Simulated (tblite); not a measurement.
C7H8NS (doublet state).
Geometry (GFN2-xTB, Å), atoms numbered from 1 in this order:
```xyz
17
C7H8NS angstrom
C      2.9408   -0.0941    0.3444
S      1.6914   -1.2202   -0.3310
C      0.1827   -0.3546   -0.1424
C      0.0793    0.9107    0.4043
C     -1.1560    1.5233    0.5244
C     -2.3183    0.8713    0.0946
C     -2.2482   -0.3743   -0.4551
C     -0.9986   -1.0590   -0.6058
N     -1.0142   -2.2419   -1.1370
H      2.9638    0.8264   -0.2313
H      2.7403    0.1002    1.3938
H      3.8857   -0.6178    0.2402
H      0.9553    1.4400    0.7478
H     -1.2179    2.5119    0.9535
H     -3.2719    1.3666    0.2019
H     -3.1247   -0.8999   -0.7982
H     -0.0965   -2.6767   -1.2140
```

Computed with GFN2-xTB (tblite): harmonic, unscaled wavenumbers at the GFN2-xTB geometry, gas phase. Errors from tens to a few hundred cm⁻¹ against measured bands are possible. One conformer, not necessarily the lowest. Open shells enter through the occupations alone, without spin polarisation, and single modes of such species can be off by tens of per cent.

Harmonic wavenumbers (cm⁻¹): 51.2, 105.3, 198.3, 205.5, 231.0, 260.4, 375.7, 385.8, 460.1, 473.0, 530.9, 647.6, 664.7, 705.3, 736.2, 758.2, 833.2, 852.4, 886.2, 916.8, 928.4, 948.7, 1011.2, 1069.3, 1110.3, 1160.1, 1184.5, 1262.3, 1309.8, 1325.1, 1364.4, 1407.9, 1448.3, 1450.0, 1474.8, 1505.8, 1567.2, 3029.8, 3038.4, 3061.3, 3080.3, 3085.2, 3096.4, 3113.2, 3330.2.

A = 2481, B = 1161, C = 795.0 MHz; mass 138.038 u (most abundant isotopes); point group Cs, symmetry number 1; spin multiplicity 2.

Problem. Zero-point energy?

Solution. Half the sum of the wavenumbers: 28320 cm⁻¹ = 80.97 kcal/mol.

Problem. Give the ideal-gas entropy at 298.15 K and 1 bar in the rigid-rotor, harmonic-oscillator model (classical rotation).

Solution. Translation 40.71, rotation 29.33, vibration 22.94, spin (R ln 2) 1.38: S = 94.4 cal/(mol K).

Problem. And Cp and H(298.15 K) − H(0)?

Solution. Cp = 35.59 cal/(mol K), of which vibrations give 27.64 (their classical limit is 45 R = 89.4); H(298.15 K) − H(0) = 6.21 kcal/mol without the zero-point energy, 3.84 from vibrations.

Problem. Blend soft modes into free rotors: weight 1/[1 + (100 cm⁻¹/ν̃)⁴] for the oscillator and the rest for a rotor with moment μB/(μ + B), μ = h/(8π²ν), B = 10⁻⁴⁴ kg m². What vibrational entropy results?

Solution. 21.55 cal/(mol K) in place of 22.94, which changes −T·S at 298.15 K by +0.42 kcal/mol.

Problem. How do the functions run with temperature in this model?

Solution. 
```tsv
T (K)	S (cal/(mol K))	Cp (cal/(mol K))	H − H(0) (kcal/mol)	G − H(0) (kcal/mol)	ln q(vib)
50	59.1	11.2	0.46	-2.50	0.32
100	68.3	15.9	1.14	-5.69	1.08
373.15	103.1	42.8	9.15	-29.33	6.72
500	117.2	53.1	15.26	-43.31	9.59
750	141.5	66.6	30.37	-75.73	15.19
1000	161.9	75.0	48.13	-113.72	20.45
```

q(vib) and H(0) count from the zero-point level.

Problem. What must be added to the electronic energy to get the Gibbs energy at 298.15 K and 1 bar?

Solution. ZPE + [H(298.15 K) − H(0)] − T·S = 80.97 + 6.21 − 28.13 = 59.05 kcal/mol.

Problem. Which modes carry the vibrational entropy at 298.15 K?

Solution. 51.2 cm⁻¹: 4.77; 105.3 cm⁻¹: 3.35; 198.3 cm⁻¹: 2.15; 205.5 cm⁻¹: 2.08; 231.0 cm⁻¹: 1.87; 260.4 cm⁻¹: 1.66 cal/(mol K); the other 39 give 7.05 together.

Hindered rotation and anharmonicity are outside this model. Other conformers, if any are populated, would add a mixing term that is left out.
